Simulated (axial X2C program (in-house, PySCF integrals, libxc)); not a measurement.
# Outer orbitals of GaW at 2.628 Å, PBE0

Computed with an axial X2C code built on PySCF integrals. Spin-free means the one-electron spin-free X2C Hamiltonian; two-component (2c) means X2C with spin–orbit coupling and atomic mean-field two-electron Coulomb and Gaunt terms, so the difference of the two also holds small scalar two-electron terms. Basis: W dyall-cv3z [13s14p9d7f4g], Ga dyall-cv3z [9s9p7d4f1g] (cores contracted in-house); Gaussian nuclei, density fitting, unrestricted open shells. Masses: W 183.951 u, Ga 68.926 u.

The distance is close to the 2c PBE0 minimum; the highest filled and lowest empty levels are listed.

Spin-free orbitals, state M_S = 5/2, Λ = 0 (beyond evenly filled blocks: σα, π+α, π-α, δ+α, δ-α) (Löwdin shares):

```json
{"symmetry": "δ+α", "occupied": "yes", "ε (eV)": "-22.22", "atomic character": "100% Ga d"}
{"symmetry": "δ-α", "occupied": "yes", "ε (eV)": "-22.22", "atomic character": "100% Ga d"}
{"symmetry": "δ+β", "occupied": "yes", "ε (eV)": "-22.19", "atomic character": "100% Ga d"}
{"symmetry": "δ-β", "occupied": "yes", "ε (eV)": "-22.19", "atomic character": "100% Ga d"}
{"symmetry": "π+α", "occupied": "yes", "ε (eV)": "-22.08", "atomic character": "100% Ga d"}
{"symmetry": "π-α", "occupied": "yes", "ε (eV)": "-22.08", "atomic character": "100% Ga d"}
{"symmetry": "π-β", "occupied": "yes", "ε (eV)": "-22.05", "atomic character": "100% Ga d"}
{"symmetry": "π+β", "occupied": "yes", "ε (eV)": "-22.05", "atomic character": "100% Ga d"}
{"symmetry": "σα", "occupied": "yes", "ε (eV)": "-22.04", "atomic character": "100% Ga d"}
{"symmetry": "σβ", "occupied": "yes", "ε (eV)": "-22.03", "atomic character": "100% Ga d"}
{"symmetry": "σα", "occupied": "yes", "ε (eV)": "-10.66", "atomic character": "61% Ga s, 14% W s, 12% W d"}
{"symmetry": "σβ", "occupied": "yes", "ε (eV)": "-10.07", "atomic character": "67% Ga s, 10% W p, 10% W s"}
{"symmetry": "σα", "occupied": "yes", "ε (eV)": "-6.18", "atomic character": "55% W s, 18% W d, 17% Ga p"}
{"symmetry": "π+α", "occupied": "yes", "ε (eV)": "-5.75", "atomic character": "85% W d, 11% Ga p, 2% Ga d"}
{"symmetry": "π-α", "occupied": "yes", "ε (eV)": "-5.75", "atomic character": "85% W d, 11% Ga p, 2% Ga d"}
{"symmetry": "δ+α", "occupied": "yes", "ε (eV)": "-5.61", "atomic character": "100% W d"}
{"symmetry": "δ-α", "occupied": "yes", "ε (eV)": "-5.61", "atomic character": "100% W d"}
{"symmetry": "σα", "occupied": "yes", "ε (eV)": "-5.47", "atomic character": "62% W d, 23% Ga p, 9% Ga s"}
{"symmetry": "σβ", "occupied": "yes", "ε (eV)": "-4.67", "atomic character": "52% Ga p, 33% W s, 5% W d"}
{"symmetry": "π-β", "occupied": "no", "ε (eV)": "-2.09", "atomic character": "60% Ga p, 27% W d, 9% W p"}
{"symmetry": "π+β", "occupied": "no", "ε (eV)": "-2.09", "atomic character": "60% Ga p, 27% W d, 9% W p"}
{"symmetry": "π-α", "occupied": "no", "ε (eV)": "-1.94", "atomic character": "45% Ga p, 40% W p, 11% W d"}
{"symmetry": "π+α", "occupied": "no", "ε (eV)": "-1.94", "atomic character": "45% Ga p, 40% W p, 11% W d"}
```

Spinors with spin–orbit coupling (state Ω = 5/2):

```json
{"ω": "-3/2", "occupied": "yes", "ε (eV)": "-22.47", "atomic character": "100% Ga d", "λ mixture": "89% δ, 11% π"}
{"ω": "3/2", "occupied": "yes", "ε (eV)": "-22.45", "atomic character": "100% Ga d", "λ mixture": "87% δ, 13% π"}
{"ω": "-1/2", "occupied": "yes", "ε (eV)": "-22.33", "atomic character": "100% Ga d", "λ mixture": "65% π, 35% σ"}
{"ω": "1/2", "occupied": "yes", "ε (eV)": "-22.32", "atomic character": "100% Ga d", "λ mixture": "61% π, 39% σ"}
{"ω": "5/2", "occupied": "yes", "ε (eV)": "-22.06", "atomic character": "100% Ga d", "λ mixture": "100% δ"}
{"ω": "-5/2", "occupied": "yes", "ε (eV)": "-22.04", "atomic character": "100% Ga d", "λ mixture": "100% δ"}
{"ω": "3/2", "occupied": "yes", "ε (eV)": "-21.94", "atomic character": "100% Ga d", "λ mixture": "87% π, 13% δ"}
{"ω": "-3/2", "occupied": "yes", "ε (eV)": "-21.92", "atomic character": "100% Ga d", "λ mixture": "89% π, 11% δ"}
{"ω": "1/2", "occupied": "yes", "ε (eV)": "-21.89", "atomic character": "100% Ga d", "λ mixture": "61% σ, 39% π"}
{"ω": "-1/2", "occupied": "yes", "ε (eV)": "-21.89", "atomic character": "100% Ga d", "λ mixture": "65% σ, 35% π"}
{"ω": "1/2", "occupied": "yes", "ε (eV)": "-10.65", "atomic character": "61% Ga s, 14% W s, 12% W d", "λ mixture": "100% σ"}
{"ω": "-1/2", "occupied": "yes", "ε (eV)": "-10.08", "atomic character": "67% Ga s, 10% W p, 10% W s", "λ mixture": "100% σ"}
{"ω": "1/2", "occupied": "yes", "ε (eV)": "-6.17", "atomic character": "55% W s, 19% W d, 17% Ga p", "λ mixture": "100% σ"}
{"ω": "-3/2", "occupied": "yes", "ε (eV)": "-5.89", "atomic character": "100% W d", "λ mixture": "99% δ, 1% π"}
{"ω": "-1/2", "occupied": "yes", "ε (eV)": "-5.89", "atomic character": "86% W d, 10% Ga p, 2% Ga d", "λ mixture": "99% π, 1% σ"}
{"ω": "3/2", "occupied": "yes", "ε (eV)": "-5.62", "atomic character": "84% W d, 12% Ga p, 2% Ga d", "λ mixture": "99% π, 1% δ"}
{"ω": "1/2", "occupied": "yes", "ε (eV)": "-5.48", "atomic character": "61% W d, 23% Ga p, 9% Ga s", "λ mixture": "99% σ, 1% π"}
{"ω": "5/2", "occupied": "yes", "ε (eV)": "-5.31", "atomic character": "100% W d", "λ mixture": "100% δ"}
{"ω": "-1/2", "occupied": "yes", "ε (eV)": "-4.67", "atomic character": "52% Ga p, 33% W s, 5% W d", "λ mixture": "100% σ"}
{"ω": "1/2", "occupied": "no", "ε (eV)": "-2.14", "atomic character": "60% Ga p, 27% W d, 9% W p", "λ mixture": "99% π, 1% σ"}
{"ω": "-1/2", "occupied": "no", "ε (eV)": "-2.06", "atomic character": "44% Ga p, 43% W p, 11% W d", "λ mixture": "98% π, 2% σ"}
{"ω": "-3/2", "occupied": "no", "ε (eV)": "-2.03", "atomic character": "61% Ga p, 26% W d, 9% W p", "λ mixture": "100% π"}
{"ω": "3/2", "occupied": "no", "ε (eV)": "-1.84", "atomic character": "47% Ga p, 38% W p, 12% W d", "λ mixture": "99% π, 1% δ"}
```

Question: How does the gap between the highest filled and lowest empty level change from the spin-free to the 2c table?

Answer: From 2.58 to 2.53 eV at PBE0, a change of -0.05 eV.

Mulliken charges and populations of the two-component result (they depend on the basis, above all on diffuse functions):

W -0.14 e (s 11.34 p 24.11 d 24.68 f 14.01), Ga 0.14 e (s 7.87 p 12.95 d 10.03). ⟨Lz⟩ = 0.04 ħ and ⟨Sz⟩ = 2.46 ħ (2.42 and 0.04 on the two atoms), which add up to Ω.

The state is one determinant whose occupation by symmetry is held fixed; it was picked as the lowest of a PBE0 search that is not exhaustive. Density functionals use the spin component along the axis (collinear). With several unpaired electrons one determinant need not be a pure state. This is the top spin component of a Σ state; components of lower Ω are not single determinants and can lie lower. The determinant is spin-polarised beyond a pure state at some levels (its spin-free form has ⟨S²⟩ too high), which makes Re and μ there less reliable.
